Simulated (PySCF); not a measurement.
# Electronic structure of F⁻ (fluorine, charge -1) at the BP86 level

Configuration: [Ne], closed-shell 1S. Computed with PySCF 2.14 in aug-cc-pVDZ (4s3p2d, 23 functions), with no relativity, point nucleus.

```
Total energy                                     : -99.8701 hartree
One-electron energy                              : -143.4589 hartree
Hartree (Coulomb) energy                         : 54.2199 hartree
Exchange-correlation energy                      : -10.6312 hartree
Kinetic energy                                   : 99.23500 hartree
⟨S²⟩                                             : 0.0000
⟨L²⟩                                             : 0.000
Sum of ⟨r⟩                                       : 10.30 bohr
Sum of ⟨r²⟩                                      : 17.90 bohr²
Density at the nucleus (Gaussians lack the cusp) : 428 bohr⁻³
Langevin diamagnetic susceptibility              : -14.2 ×10⁻⁶ cm³/mol
```

| shell | electrons | mean orbital energy (eV) | rms radius, mean of both spins (bohr) |
| --- | --- | --- | --- |
| 1s | 2 | -649.91 | 0.205 |
| 2s | 2 | -16.829 | 1.15 |
| 2p | 6 | 1.485 | 1.59 |

At BP86 the highest occupied level has a positive energy, so only the finite basis holds that electron; in a semilocal or global hybrid functional this comes from self-interaction and does not mean that the real anion is unbound.
